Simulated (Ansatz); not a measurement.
Ansatz (a first-principles code) input (HF/3-21G): The .json file is the Basis Set Exchange's 3-21G.

Ansatz 0.2 input:
```yaml
crystal:
  periodic: [false, false, false]
  atoms:
    - {symbol: F, position_ang: [-1.25641328, 0.46966865, -0.84229168]}
    - {symbol: C, position_ang: [-0.35237290, 0.07053944, 0.06654156]}
    - {symbol: F, position_ang: [-1.02521235, -0.27817067, 1.17481018]}
    - {symbol: C, position_ang: [0.92201152, 0.89437726, 0.22590856]}
    - {symbol: C, position_ang: [1.60126786, -0.13638813, -0.23410371]}
    - {symbol: O, position_ang: [0.47165474, -1.01654703, -0.43094544]}
    - {symbol: H, position_ang: [1.14176234, 1.87352999, 0.56374094]}
    - {symbol: H, position_ang: [2.59419150, -0.43580699, -0.45892233]}
basis:
  gaussian:
    orbitals: 3-21G.json
hamiltonian:
  xc: {name: HF}
phonons: {temperatures: {t_min: 298.15, t_max: 298.15, t_step: 100}}
```

Output:

```
Functional definition: HF
integrals: 0.01 GiB planned
743 factors; integrals over basis functions are off by at most 5.5e-4 eV
mean field: 0.14 GiB planned
mean field evaluation 1: about -10507.5295 eV, gradient 3.9e1 eV
mean field evaluation 2: about -10507.8497 eV, gradient 4.0e1 eV
mean field evaluation 4: about -10511.5819 eV, gradient 3.1e0 eV
mean field evaluation 8: about -10511.6285 eV, gradient 9.7e-2 eV
mean field -10511.62854554 eV, -386.2952240110 hartree, gradient 2.3e-5 eV, S^2 0.000000; 0 other end points of the search recorded, 0 dependent functions left out
the calculation of the forces begins
reference -10511.62854554 eV, -386.2952240110 hartree; 23, 23 occupied and 35, 35 virtual orbitals, 743 factors
these checks for a lower state are left out or cut short: stability, starts, cluster_reference, orbital_swaps, neighbouring_geometries, increment
integrals: 0.01 GiB planned
743 factors; integrals over basis functions are off by at most 5.5e-4 eV
mean field: 0.14 GiB planned
mean field evaluation 16: about -10511.6253 eV, gradient 1.2e0 eV
mean field -10511.62846340 eV, -386.2952209924 hartree, gradient 2.5e-6 eV, S^2 0.000000; 0 other end points of the search recorded, 0 dependent functions left out
the calculation of the forces begins
reference -10511.62846340 eV, -386.2952209924 hartree; 23, 23 occupied and 35, 35 virtual orbitals, 743 factors
these checks for a lower state are left out or cut short: stability, starts, cluster_reference, orbital_swaps, neighbouring_geometries, increment
integrals: 0.01 GiB planned
743 factors; integrals over basis functions are off by at most 5.5e-4 eV
mean field: 0.14 GiB planned
mean field -10511.62846219 eV, -386.2952209478 hartree, gradient 2.5e-6 eV, S^2 0.000000; 0 other end points of the search recorded, 0 dependent functions left out
the calculation of the forces begins
reference -10511.62846219 eV, -386.2952209478 hartree; 23, 23 occupied and 35, 35 virtual orbitals, 743 factors
these checks for a lower state are left out or cut short: stability, starts, cluster_reference, orbital_swaps, neighbouring_geometries, increment
integrals: 0.01 GiB planned
743 factors; integrals over basis functions are off by at most 5.5e-4 eV
mean field: 0.14 GiB planned
mean field evaluation 32: about -10511.2155 eV, gradient 1.3e0 eV
mean field -10511.62851602 eV, -386.2952229261 hartree, gradient 2.5e-6 eV, S^2 0.000000; 0 other end points of the search recorded, 0 dependent functions left out
the calculation of the forces begins
reference -10511.62851602 eV, -386.2952229261 hartree; 23, 23 occupied and 35, 35 virtual orbitals, 743 factors
these checks for a lower state are left out or cut short: stability, starts, cluster_reference, orbital_swaps, neighbouring_geometries, increment
integrals: 0.01 GiB planned
743 factors; integrals over basis functions are off by at most 5.5e-4 eV
mean field: 0.14 GiB planned
mean field -10511.62851652 eV, -386.2952229442 hartree, gradient 2.5e-6 eV, S^2 0.000000; 0 other end points of the search recorded, 0 dependent functions left out
the calculation of the forces begins
reference -10511.62851652 eV, -386.2952229442 hartree; 23, 23 occupied and 35, 35 virtual orbitals, 743 factors
these checks for a lower state are left out or cut short: stability, starts, cluster_reference, orbital_swaps, neighbouring_geometries, increment
integrals: 0.01 GiB planned
743 factors; integrals over basis functions are off by at most 5.5e-4 eV
mean field: 0.14 GiB planned
mean field -10511.62846140 eV, -386.2952209189 hartree, gradient 2.5e-6 eV, S^2 0.000000; 0 other end points of the search recorded, 0 dependent functions left out
the calculation of the forces begins
reference -10511.62846140 eV, -386.2952209189 hartree; 23, 23 occupied and 35, 35 virtual orbitals, 743 factors
these checks for a lower state are left out or cut short: stability, starts, cluster_reference, orbital_swaps, neighbouring_geometries, increment
integrals: 0.01 GiB planned
743 factors; integrals over basis functions are off by at most 5.5e-4 eV
mean field: 0.14 GiB planned
mean field evaluation 64: about -10511.6285 eV, gradient 1.1e-6 eV
mean field -10511.62846058 eV, -386.2952208887 hartree, gradient 2.5e-6 eV, S^2 0.000000; 0 other end points of the search recorded, 0 dependent functions left out
the calculation of the forces begins
reference -10511.62846058 eV, -386.2952208887 hartree; 23, 23 occupied and 35, 35 virtual orbitals, 743 factors
these checks for a lower state are left out or cut short: stability, starts, cluster_reference, orbital_swaps, neighbouring_geometries, increment
integrals: 0.01 GiB planned
743 factors; integrals over basis functions are off by at most 5.5e-4 eV
mean field: 0.14 GiB planned
[...]
reference -10511.62837981 eV, -386.2952179203 hartree; 23, 23 occupied and 35, 35 virtual orbitals, 743 factors
these checks for a lower state are left out or cut short: stability, starts, cluster_reference, orbital_swaps, neighbouring_geometries, increment
integrals: 0.01 GiB planned
743 factors; integrals over basis functions are off by at most 5.5e-4 eV
mean field: 0.14 GiB planned
mean field -10511.62840171 eV, -386.2952187250 hartree, gradient 2.5e-6 eV, S^2 0.000000; 0 other end points of the search recorded, 0 dependent functions left out
the calculation of the forces begins
reference -10511.62840171 eV, -386.2952187250 hartree; 23, 23 occupied and 35, 35 virtual orbitals, 743 factors
these checks for a lower state are left out or cut short: stability, starts, cluster_reference, orbital_swaps, neighbouring_geometries, increment
integrals: 0.01 GiB planned
743 factors; integrals over basis functions are off by at most 5.5e-4 eV
mean field: 0.14 GiB planned
mean field evaluation 192: about -10511.2156 eV, gradient 1.3e0 eV
mean field -10511.62840462 eV, -386.2952188323 hartree, gradient 2.5e-6 eV, S^2 0.000000; 0 other end points of the search recorded, 0 dependent functions left out
the calculation of the forces begins
reference -10511.62840462 eV, -386.2952188323 hartree; 23, 23 occupied and 35, 35 virtual orbitals, 743 factors
these checks for a lower state are left out or cut short: stability, starts, cluster_reference, orbital_swaps, neighbouring_geometries, increment
integrals: 0.01 GiB planned
743 factors; integrals over basis functions are off by at most 5.5e-4 eV
mean field: 0.14 GiB planned
mean field -10511.62848674 eV, -386.2952218499 hartree, gradient 2.5e-6 eV, S^2 0.000000; 0 other end points of the search recorded, 0 dependent functions left out
the calculation of the forces begins
reference -10511.62848674 eV, -386.2952218499 hartree; 23, 23 occupied and 35, 35 virtual orbitals, 743 factors
these checks for a lower state are left out or cut short: stability, starts, cluster_reference, orbital_swaps, neighbouring_geometries, increment
integrals: 0.01 GiB planned
743 factors; integrals over basis functions are off by at most 5.5e-4 eV
mean field: 0.14 GiB planned
mean field -10511.62848537 eV, -386.2952217995 hartree, gradient 2.5e-6 eV, S^2 0.000000; 0 other end points of the search recorded, 0 dependent functions left out
the calculation of the forces begins
reference -10511.62848537 eV, -386.2952217995 hartree; 23, 23 occupied and 35, 35 virtual orbitals, 743 factors
these checks for a lower state are left out or cut short: stability, starts, cluster_reference, orbital_swaps, neighbouring_geometries, increment
integrals: 0.01 GiB planned
743 factors; integrals over basis functions are off by at most 5.5e-4 eV
mean field: 0.14 GiB planned
mean field evaluation 224: about -10511.6284 eV, gradient 1.2e-2 eV
mean field -10511.62841895 eV, -386.2952193588 hartree, gradient 2.5e-6 eV, S^2 0.000000; 0 other end points of the search recorded, 0 dependent functions left out
the calculation of the forces begins
reference -10511.62841895 eV, -386.2952193588 hartree; 23, 23 occupied and 35, 35 virtual orbitals, 743 factors
these checks for a lower state are left out or cut short: stability, starts, cluster_reference, orbital_swaps, neighbouring_geometries, increment
integrals: 0.01 GiB planned
743 factors; integrals over basis functions are off by at most 5.5e-4 eV
mean field: 0.14 GiB planned
mean field -10511.62841858 eV, -386.2952193453 hartree, gradient 2.5e-6 eV, S^2 0.000000; 0 other end points of the search recorded, 0 dependent functions left out
the calculation of the forces begins
reference -10511.62841858 eV, -386.2952193453 hartree; 23, 23 occupied and 35, 35 virtual orbitals, 743 factors
these checks for a lower state are left out or cut short: stability, starts, cluster_reference, orbital_swaps, neighbouring_geometries, increment
integrals: 0.01 GiB planned
743 factors; integrals over basis functions are off by at most 5.5e-4 eV
mean field: 0.14 GiB planned
mean field -10511.62853015 eV, -386.2952234455 hartree, gradient 2.5e-6 eV, S^2 0.000000; 0 other end points of the search recorded, 0 dependent functions left out
the calculation of the forces begins
reference -10511.62853015 eV, -386.2952234455 hartree; 23, 23 occupied and 35, 35 virtual orbitals, 743 factors
these checks for a lower state are left out or cut short: stability, starts, cluster_reference, orbital_swaps, neighbouring_geometries, increment
integrals: 0.01 GiB planned
743 factors; integrals over basis functions are off by at most 5.5e-4 eV
mean field: 0.14 GiB planned
mean field evaluation 256: about -10511.6285 eV, gradient 8.3e-7 eV
mean field -10511.62853112 eV, -386.2952234811 hartree, gradient 2.5e-6 eV, S^2 0.000000; 0 other end points of the search recorded, 0 dependent functions left out
the calculation of the forces begins
reference -10511.62853112 eV, -386.2952234811 hartree; 23, 23 occupied and 35, 35 virtual orbitals, 743 factors
these checks for a lower state are left out or cut short: stability, starts, cluster_reference, orbital_swaps, neighbouring_geometries, increment
integrals: 0.01 GiB planned
743 factors; integrals over basis functions are off by at most 5.5e-4 eV
mean field: 0.14 GiB planned
mean field -10511.62851441 eV, -386.2952228668 hartree, gradient 2.5e-6 eV, S^2 0.000000; 0 other end points of the search recorded, 0 dependent functions left out
the calculation of the forces begins
reference -10511.62851441 eV, -386.2952228668 hartree; 23, 23 occupied and 35, 35 virtual orbitals, 743 factors
these checks for a lower state are left out or cut short: stability, starts, cluster_reference, orbital_swaps, neighbouring_geometries, increment
integrals: 0.01 GiB planned
743 factors; integrals over basis functions are off by at most 5.5e-4 eV
mean field: 0.14 GiB planned
mean field -10511.62851578 eV, -386.2952229172 hartree, gradient 2.5e-6 eV, S^2 0.000000; 0 other end points of the search recorded, 0 dependent functions left out
the calculation of the forces begins
reference -10511.62851578 eV, -386.2952229172 hartree; 23, 23 occupied and 35, 35 virtual orbitals, 743 factors
these checks for a lower state are left out or cut short: stability, starts, cluster_reference, orbital_swaps, neighbouring_geometries, increment
integrals: 0.01 GiB planned
743 factors; integrals over basis functions are off by at most 5.5e-4 eV
mean field: 0.14 GiB planned
mean field -10511.62848171 eV, -386.2952216652 hartree, gradient 2.5e-6 eV, S^2 0.000000; 0 other end points of the search recorded, 0 dependent functions left out
the calculation of the forces begins
reference -10511.62848171 eV, -386.2952216652 hartree; 23, 23 occupied and 35, 35 virtual orbitals, 743 factors
these checks for a lower state are left out or cut short: stability, starts, cluster_reference, orbital_swaps, neighbouring_geometries, increment
integrals: 0.01 GiB planned
743 factors; integrals over basis functions are off by at most 5.5e-4 eV
mean field: 0.14 GiB planned
mean field evaluation 288: about -10511.2187 eV, gradient 2.8e-3 eV
mean field -10511.62848286 eV, -386.2952217075 hartree, gradient 2.5e-6 eV, S^2 0.000000; 0 other end points of the search recorded, 0 dependent functions left out
the calculation of the forces begins
reference -10511.62848286 eV, -386.2952217075 hartree; 23, 23 occupied and 35, 35 virtual orbitals, 743 factors
Total energy: -10511.62854554 eV, -386.2952240110 hartree
Atom 0 at    -1.256413     0.469669    -0.842292 Å, force     0.000317    -0.000091     0.000248 eV/Å
Atom 1 at    -0.352373     0.070539     0.066542 Å, force    -0.001542    -0.000220     0.000095 eV/Å
Atom 2 at    -1.025212    -0.278171     1.174810 Å, force     0.000253     0.000114    -0.000305 eV/Å
Atom 3 at     0.922012     0.894377     0.225909 Å, force     0.000941     0.000793     0.000186 eV/Å
Atom 4 at     1.601268    -0.136388    -0.234104 Å, force     0.000284     0.000238     0.000056 eV/Å
Atom 5 at     0.471655    -1.016547    -0.430945 Å, force     0.000380    -0.000386    -0.000187 eV/Å
Atom 6 at     1.141762     1.873530     0.563741 Å, force    -0.000255    -0.000164    -0.000031 eV/Å
Atom 7 at     2.594191    -0.435807    -0.458922 Å, force    -0.000378    -0.000285    -0.000062 eV/Å
Dipole moment:     0.684152     0.394114     0.067700 e Å
Vibrations: 252.05 370.99 490.21 525.78 675.14 784.83 929.28 931.35 1046.63 1107.09 1107.46 1213.46 1407.20 1418.20 1478.65 1761.15 3495.22 3536.17 cm⁻¹, zero-point energy 1.396736 eV
```

The blocks after the first are displaced geometries, from whose forces the wavenumbers follow.
